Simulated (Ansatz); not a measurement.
```yaml
crystal:
  periodic: [false, false, false]
  atoms:
    - {symbol: C, position_ang: [-0.048776, -1.025555, 0.700612]}
    - {symbol: O, position_ang: [0.683721, -0.193852, -0.111697]}
    - {symbol: B, position_ang: [-0.445344, 0.983561, -0.913020]}
    - {symbol: F, position_ang: [-1.238140, 0.418523, -1.773687]}
    - {symbol: F, position_ang: [0.639009, 1.713287, -1.668918]}
    - {symbol: F, position_ang: [-0.735868, 1.741713, 0.209564]}
    - {symbol: H, position_ang: [0.519991, -1.809465, 1.065431]}
    - {symbol: H, position_ang: [-0.905051, -1.524333, 0.270469]}
    - {symbol: H, position_ang: [-0.305842, -0.387924, 1.521378]}
    - {symbol: H, position_ang: [1.520002, 0.211606, 0.149546]}
basis:
  gaussian: {orbitals: STO-3G}
magnetization: {spin_polarized: true, initial_magnetization: 3}
hamiltonian: {xc: {name: LC-wPBE}}
output: {forces: true}
```

```sh
$ ansatz run in.yaml --threads 4 --pin off --events-out ev --progress --plain --max-ram 10444MiB
```

How does Ansatz answer? (Best estimate.)

The calculation gave: The input was rejected before any iteration.
```
Error: a molecule whose nuclei and cores have a total charge of 50 cannot have a net charge of 0 together with 3 unpaired electrons
```
